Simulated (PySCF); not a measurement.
CdClH. Atoms are numbered in the order given.

```xyz
3

Cd     0.0000     0.0000    -0.5695
H      0.0000     0.0000    -2.2212
Cl     0.0000     0.0000     1.7387
```
Charge 0, spin multiplicity 1.

Geometry optimised at B3LYP-D3(BJ)/def2-TZVPD. The def2 effective core potentials stand for the cores of Cd; spin–orbit coupling is left out.

These are B3LYP-D3(BJ)/def2-TZVPD (PySCF) values and carry that method's errors.

Frequencies are harmonic and unscaled.

Modes within 1.5 cm⁻¹ of each other (mostly degenerate sets) share a row, with their intensities summed.

Question: Give all harmonic wavenumbers and intensities. (The exact figures need the calculation; the answer reports its results.)

Answer: 
```tsv
mode	ν (cm⁻¹)	IR (km/mol)	Raman (Å⁴/amu)	depolarisation	moving atoms (share of kinetic energy)
1	353	32.4	11.9	0.16	Cl 76 %, Cd 24 %
2–3	424	108.4	16.7	0.75	H 96 %
4	1874	98.9	294.9	0.20	H 99 %
```
